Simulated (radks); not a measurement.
Values are calculated unless marked as measured or tabulated.
Problem. These are the eigenvalues of the occupied orbitals of an atom or ion with whole-number occupations (hartree). Code: a radial shooting solver on a logarithmic mesh with Libxc functionals. Model: scalar-relativistic Kohn-Sham, r2SCAN, spin-polarised, spherical densities, finite nucleus; meta-GGA in the generalised Kohn-Sham scheme; Fermi nuclear charge, rms radius of each element as measured or else 0.836 A^(1/3) + 0.57 fm.

1s up: -431.8523
1s down: -431.8458
2s up: -55.09011
2s down: -55.08962
2p up: -48.23033
2p down: -48.22592
3s up: -7.18038
3s down: -7.17521
3p up: -5.03134
3p down: -5.02517
3d up: -1.51624
3d down: -1.50560
4s up: -0.58901
4s down: -0.47481
4p up: -0.23190

Which element is it, and in what charge state? The configuration may be excited. Open shells, if any, are filled with parallel spins first.

Solution. Z = 33, arsenic, charge 0: As in [Ar] 3d10 4s2 4p3. The list shows which subshells hold electrons but not how many an open one holds; the 1s level, -431.85 hartree, gives Z - s = 29.4 by -(Z - s)^2/2, which with screening and relativity narrows Z to a few neighbours, and the depths of the outer levels then fix element, charge and occupations together.
